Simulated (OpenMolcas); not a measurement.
Os5+: CASPT2 settings compared

* Program: OpenMolcas 26.06
* Basis: ANO-RCC-VTZP [8s7p5d3f2g1h]
* Scalar Hamiltonian: DKH2, point nucleus
* Active space: 3 electrons in 5 orbitals (5d)
* State averaging: 2S+1 = 4 even, 10 roots; 2S+1 = 2 even, 40 roots kept (CI in the orbitals of an earlier block)
* Spin-orbit coupling: state interaction with AMFI integrals over the reference wave functions, term energies averaged over their components

Methods on the same reference wave functions:
A. CASSCF
B. SS-CASPT2, IPEA 0.5 Eh, no level shift (closed shells correlated: 5s 5p)
C. MS-CASPT2, IPEA 0.5 Eh, no level shift (closed shells correlated: 5s 5p)
D. XMS-CASPT2, IPEA 0.5 Eh, imaginary shift 0.3 Eh (closed shells correlated: none)
E. XMS-CASPT2, IPEA 0.1 Eh, imaginary shift 0.2 Eh (closed shells correlated: 5s 5p)

Energies in cm⁻¹ above 5d³ ⁴F_3/2, the measured ground level; measured values from the list in Brasseur, Palmeri and Quinet, Atoms 13, 11 (2025).

```json
{"Level": "5d³ ⁴F_3/2", "A": "0.0", "B": "0.0", "C": "0.0", "D": "0.0", "E": "0.0", "Measured": "0.0"}
{"Level": "5d³ ⁴F_5/2", "A": "6133", "B": "6470", "C": "6510", "D": "6570", "E": "6540", "Measured": "6397"}
{"Level": "5d³ ⁴F_7/2", "A": "11431", "B": "11620", "C": "11670", "D": "11790", "E": "11680", "Measured": "11444"}
{"Level": "5d³ ⁴F_9/2 [57 %]", "A": "15256", "B": "14940", "C": "15030", "D": "15240", "E": "14990", "Measured": "14678"}
{"Level": "5d³ ⁴P_1/2 [65 %]", "A": "19345", "B": "17860", "C": "17520", "D": "17640", "E": "17240", "Measured": "16772"}
{"Level": "5d³ ²G_7/2", "A": "24890", "B": "23570", "C": "23620", "D": "23950", "E": "23500", "Measured": "22920"}
{"Level": "5d³ ²H_9/2 [56 %]", "A": "25668", "B": "24530", "C": "24780", "D": "25200", "E": "24690", "Measured": "24028"}
{"Level": "5d³ ⁴P_5/2", "A": "27080", "B": "25650", "C": "25670", "D": "25920", "E": "25450", "Measured": "24828"}
{"Level": "5d³ ²P_1/2 [65 %]", "A": "32659", "B": "30680", "C": "29850", "D": "29770", "E": "29540", "Measured": "28860"}
{"Level": "5d³ ²H_11/2", "A": "34711", "B": "32830", "C": "33220", "D": "33860", "E": "33080", "Measured": "32156"}
{"Level": "5d³ ²D_5/2(1)", "A": "38168", "B": "35630", "C": "35810", "D": "35870", "E": "35330", "Measured": "34418"}
{"Level": "5d³ ²G_9/2 [56 %]", "A": "39289", "B": "37850", "C": "38010", "D": "38430", "E": "37880", "Measured": "37019"}
{"Level": "5d³ ²P_3/2 [56 %]", "A": "44317", "B": "42040", "C": "41300", "D": "41050", "E": "41060", "Measured": "40203"}
{"Level": "5d³ ²F_5/2", "A": "45334", "B": "41220", "C": "41290", "D": "42020", "E": "41010", "Measured": "39601"}
{"Level": "5d³ ²F_7/2", "A": "45873", "B": "42030", "C": "42080", "D": "42900", "E": "41840", "Measured": "40447"}
{"Level": "5d³ ²D_3/2(2)", "A": "68024", "B": "62250", "C": "62420", "D": "62470", "E": "61980", "Measured": ""}
{"Level": "5d³ ²D_5/2(2)", "A": "68500", "B": "63070", "C": "63000", "D": "62900", "E": "62840", "Measured": "61005"}
```

Deviations, from unrounded energies. A percentage is the sum of absolute deviations over the sum of measured energies, with the sign that they share, or ± where signs differ.

```json
{"Against measurement": "mean absolute deviation (cm-1)", "Levels": "15", "A": "3000", "B": "1000", "C": "970", "D": "1200", "E": "790"}
{"Against measurement": "fine structure of the ground term (%)", "Levels": "3", "A": "±2.6", "B": "+1.6", "C": "+2.1", "D": "+3.3", "E": "+2.1"}
{"Against measurement": "other terms of the ground configuration (%)", "Levels": "12", "A": "+10.8", "B": "+3.7", "C": "+3.5", "D": "+4.3", "E": "+2.8"}
```

E lies closest to measurement on these levels and A furthest from it. The largest miss of E in the table is 5d³ ²D_5/2(2), by +1800 cm-1. The ranking rests on the paired levels alone, and a cruder setting can come out closer through cancelling errors.

Among B to E the level of the table that moves most is 5d³ ²P_1/2 [65 %], by 1100 cm-1 (lowest in E, highest in B). Moves below CASPT2's spread within the term are not significant.

The mean deviations of B to E differ by less than CASPT2's widest spread within a term (770 cm-1), so their order carries little weight.

From A to B the spin-free energies of the other terms of 5d³ shown, above ⁴F, scale by factors of 0.85 to 0.88, as is usual when dynamic correlation screens the repulsion within a d or f shell.

The lowest spin-free term lies below A's lowest term by 0.238 hartree in B, 0.238 hartree in C, 0.014 hartree in D, 0.250 hartree in E.

CASPT2 does not keep the components of a term degenerate, so their means are used; among the terms shown or strongly mixed into the levels shown the widest spread is 770 cm-1 (5d³ ²H, B). Terms from blocks run as CI alone lack orbitals of their own. Without dynamic correlation excited terms often stand tens of per cent too high (terms of higher spin than the ground term too low), and those without a measured partner can miss by more than the paired ones (holds for A). The CASPT2 spread within a term exceeds the gap to the next term for 5d³ ²P and 5d³ ²H, so the order of their levels is uncertain (holds for B). Computed and measured levels are paired by configuration, term and J; levels that our copy of the source lacks, or whose pairing is in doubt (as where it misses far off the trend of its configuration), stay unpaired and out of the deviations. Levels of configurations outside the active space are missing. Levels that lie high or do not pair safely by name in every column are left out.

A share in square brackets marks a mixed level and gives the weight of the term that names it, the lowest over the columns. A number in round brackets counts repeated terms of one configuration in the order of the reference energies.
